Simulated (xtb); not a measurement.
F2Sn, singlet, from a rough starting geometry (GFN-xTB shapes and energies of metal compounds can be far from the true ones); GFN2-xTB in xtb.

Here is a job for xtb.
```
$ xtb mol.xyz --gfn 2 --opt vtight --json

# file mol.xyz
3

Sn     0.03434214     0.01638514     0.86394838
F      0.75314461     1.45254605    -0.43222953
F     -0.80681204    -1.38402003    -0.43776080
```

It wrote (shortened):

```
   ID    Z sym.   atoms
    1   50 Sn     1
    2    9 F      2, 3

           -------------------------------------------------
          |                Calculation Setup                |
           -------------------------------------------------

           -------------------------------------------------
          |                 G F N 2 - x T B                 |
           -------------------------------------------------

          ...................................................
          :                      SETUP                      :
          :.................................................:
          :  # basis functions                  18          :
          :  # atomic orbitals                  17          :
          :  # shells                            7          :
          :  # electrons                        18          :
          :  max. iterations                   250          :
          :  Hamiltonian                  GFN2-xTB          :
          :  restarted?                      false          :
          :  GBSA solvation                  false          :
          :  PC potential                    false          :
          :  electronic temp.          300.0000000     K    :
          :  accuracy                    1.0000000          :
          :  -> integral cutoff          0.2500000E+02      :
          :  -> integral neglect         0.1000000E-07      :
          :  -> SCF convergence          0.1000000E-05 Eh   :
          :  -> wf. convergence          0.1000000E-03 e    :
          :  Broyden damping             0.4000000          :
          :  net charge                          0          :
          :  unpaired electrons                  0          :
          ...................................................

 iter      E             dE          RMSdq      gap      omega  full diag
   1    -10.6947503 -0.106948E+02  0.444E+01    1.48       0.0  T
   2    -11.2839489 -0.589199E+00  0.200E+01    9.42       1.0  T
   3    -11.6566128 -0.372664E+00  0.825E+00    5.45       1.0  T
   4     -9.8146707  0.184194E+01  0.404E+01    1.30       1.0  T
   5    -11.6924154 -0.187774E+01  0.216E+00    5.41       1.0  T
   6    -11.6672364  0.251790E-01  0.484E+00    5.87       1.0  T
   7    -11.6787064 -0.114700E-01  0.305E+00    5.60       1.0  T
   8    -11.6883300 -0.962359E-02  0.248E+00    5.41       1.0  T
   9    -11.6936161 -0.528614E-02  0.185E+00    5.26       1.0  T
  10    -11.7002236 -0.660753E-02  0.634E-01    4.96       1.0  T
  11    -11.7009535 -0.729910E-03  0.248E-01    4.87       1.0  T
  12    -11.7010853 -0.131710E-03  0.561E-02    4.83       1.0  T
  13    -11.7010916 -0.633922E-05  0.326E-03    4.81      17.7  T
  14    -11.7010915  0.775969E-07  0.647E-03    4.81       8.9  T
  15    -11.7010916 -0.889357E-07  0.232E-04    4.81     249.1  T
  16    -11.7010916  0.220549E-09  0.369E-04    4.81     156.3  T

   *** convergence criteria satisfied after 16 iterations ***

         :::::::::::::::::::::::::::::::::::::::::::::::::::::
         ::                     SUMMARY                     ::
         :::::::::::::::::::::::::::::::::::::::::::::::::::::
         :: total energy             -11.700379614766 Eh    ::
         :: gradient norm              0.004580860488 Eh/a0 ::
         :: HOMO-LUMO gap              4.813950595892 eV    ::
         ::.................................................::
         :: SCC energy               -11.701091589843 Eh    ::
         :: -> isotropic ES            0.004931837832 Eh    ::
         :: -> anisotropic ES          0.009160434360 Eh    ::
         :: -> anisotropic XC         -0.002274141803 Eh    ::
         :: -> dispersion             -0.001053450214 Eh    ::
         :: repulsion energy           0.000711975077 Eh    ::
         :: add. restraining           0.000000000000 Eh    ::
         :: total charge               0.000000000000 e     ::
[...]
 * total energy  :   -11.7003796 Eh     change       -0.3765575E-09 Eh
 * total energy  :   -11.7004252 Eh     change       -0.4554927E-04 Eh
 * total energy  :   -11.7004292 Eh     change       -0.4014317E-05 Eh
 * total energy  :   -11.7004313 Eh     change       -0.2116132E-05 Eh
 * total energy  :   -11.7004313 Eh     change       -0.4908541E-07 Eh
   *** GEOMETRY OPTIMIZATION CONVERGED AFTER 5 ITERATIONS ***
         :: total energy             -11.700431343951 Eh    ::
[...]
         :: -> anisotropic XC         -0.002279570714 Eh    ::
         :: -> dispersion             -0.001053193891 Eh    ::
         :: repulsion energy           0.000701366800 Eh    ::
         :: add. restraining           0.000000000000 Eh    ::
         :: total charge              -0.000000000000 e     ::
         :::::::::::::::::::::::::::::::::::::::::::::::::::::

           -------------------------------------------------
          |                Property Printout                |
           -------------------------------------------------

    * Orbital Energies and Occupations

         #    Occupation            Energy/Eh            Energy/eV
      -------------------------------------------------------------
         1        2.0000           -0.9187888             -25.0015
         2        2.0000           -0.7651866             -20.8218
         3        2.0000           -0.7357857             -20.0217
         4        2.0000           -0.4816386             -13.1061
         5        2.0000           -0.4757299             -12.9453
         6        2.0000           -0.4717080             -12.8358
         7        2.0000           -0.4684598             -12.7474
         8        2.0000           -0.4611112             -12.5475
         9        2.0000           -0.4526347             -12.3168 (HOMO)
        10                         -0.2756877              -7.5018 (LUMO)
        11                         -0.2346831              -6.3861
        12                         -0.2203522              -5.9961
        13                         -0.1957789              -5.3274
        14                         -0.1921567              -5.2288
        15                         -0.1625862              -4.4242
        16                         -0.0311072              -0.8465
        17                          0.2248684               6.1190
      -------------------------------------------------------------
                  HL-Gap            0.1769470 Eh            4.8150 eV
             Fermi-level           -0.3641612 Eh           -9.9093 eV

     #   Z          covCN         q      C6AA      α(0)
     1  50 Sn       1.386     0.679   444.364    45.761
     2   9 F        0.693    -0.339    12.792     4.223
     3   9 F        0.693    -0.339    12.794     4.223

 Mol. C6AA /au·bohr⁶  :        758.924074
 Mol. C8AA /au·bohr⁸  :      68854.345588
 Mol. α(0) /au        :         54.206688

Wiberg/Mayer (AO) data.
largest (>0.10) Wiberg bond orders for each atom

 ---------------------------------------------------------------------------
     #   Z sym  total        # sym  WBO       # sym  WBO       # sym  WBO
 ---------------------------------------------------------------------------
     1  50 Sn   2.324 --     2 F    1.162     3 F    1.162
     2   9 F    1.183 --     1 Sn   1.162
     3   9 F    1.182 --     1 Sn   1.162
 ---------------------------------------------------------------------------

Topologies differ in total number of bonds
Writing topology from bond orders to xtbtopo.mol

molecular dipole:
                 x           y           z       tot (Debye)
 q only:        0.071      -0.037       1.664
   full:        0.113      -0.059       2.657       6.762
molecular quadrupole (traceless):
                xx          xy          yy          xz          yz          zz
 q only:        0.296      -4.028      -4.827       0.057       0.091       4.532
  q+dip:       -1.116      -4.307      -6.601       0.229       0.072       7.717
   full:        1.445      -7.571      -8.181       0.004       0.195       6.736

optimized geometry written to: xtbopt.xyz

           -------------------------------------------------
          | TOTAL ENERGY              -11.700431343951 Eh   |
          | GRADIENT NORM               0.000190682544 Eh/α |
          | HOMO-LUMO GAP               4.814972068344 eV   |
           -------------------------------------------------

normal termination of xtb
```
